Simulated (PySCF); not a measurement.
**Two-component Hartree-Fock for As²¹⁺ (arsenic, charge +21)**

Start: [Ne] 3s2. Calculated with PySCF 2.14 in an uncontracted even-tempered set (18 s from 0.82 bohr⁻², ratio 2.6; 13 p from 1.1 bohr⁻², ratio 2.6; 7 d from 1.1 bohr⁻², ratio 2.8; 4 f from 17 bohr⁻², ratio 2.8): generalised Hartree-Fock with the X2C-1e Hamiltonian and a Gaussian nucleus; spin-orbit coupling (SO) screened by Boettger's factors.

| spinor shell | electrons | ε, screened SO (eV) | weight of nominal j (screened SO) | rms radius, screened SO (bohr) |
| --- | --- | --- | --- | --- |
| 1s1/2 | 2 | -12855.5 | 1.000 | 0.0524 |
| 2s1/2 | 2 | -2439.7 | 1.000 | 0.215 |
| 2p1/2 | 2 | -2271.8 | 1.000 | 0.190 |
| 3s1/2 | 2 | -907.40 | 1.000 | 0.533 |

Q: Where does 2p3/2 lie, and what is the 2p spin-orbit splitting (screened SO)?

A: At -2233.4 eV, 38.345 eV above 2p1/2.

| quantity | screened SO |
| --- | --- |
| E (hartree) | -1996.28388 |
| M_J | 0 |
| ⟨J²⟩ | 0.000 |
| ⟨L²⟩ | 0.001 |
| ⟨S²⟩ | 0.001 |
